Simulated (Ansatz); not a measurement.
C2H4BrClSi can be A, `C=C[SiH](Cl)Br`, or B, `ClC1(Br)C[SiH2]1`.

Calculated with Ansatz (gas phase, PBE0-D4/def2-TZVP geometries, no zero-point term in ΔE). CBS: MP2 limit from def2 TZ/QZ plus the TZ coupled-cluster correction, frozen cores. DFT in def2-TZVPP. B3LYP here is the variant with VWN-RPA as its local correlation; programs differ in this. For Br outer-core shells are correlated without core-valence functions, which leaves a few kJ/mol of doubt a bond. Scalar relativity is left out up to krypton. Each species was taken in one conformer, which may not be the lowest.

(1) Which is lower in electronic energy at CCSD(T)/CBS, and by how much? (Estimate.)

(2) Give E(B) − E(A) in kcal/mol with CCSD(T)/def2-TZVPP, LDA (SPW92), CCSD/def2-TZVPP, B2PLYP, B3LYP, PBE0-D4, CCSD(T)/def2-SVP. (Estimate.)

(3) Does the order hold for the free energy at 298.15 K (harmonic terms from PBE0-D4)? (An estimate is asked.)

Largest T1 diagnostic: 0.010.

## Answers

(1) Computed: A, by 86.6 kcal/mol.

(2) The calculation gave: CCSD(T)/def2-TZVPP 85.6, LDA (SPW92) 73.9, CCSD/def2-TZVPP 87.4, B2PLYP 87.1, B3LYP 87.5, PBE0-D4 82.4, CCSD(T)/def2-SVP 84.7. None reverses the order clearly.

(3) The calculation gave: Yes: G(B) − G(A) = +85.3 kcal/mol, for one conformer each.

From BLYP to BHLYP (50 % exact exchange), in def2-TZVPP and without D4, E(B) − E(A) moves by +5.5 kcal/mol. At CCSD(T), def2-SVP lies −1.9 kcal/mol from the extrapolated value and def2-TZVPP −1.0 kcal/mol.
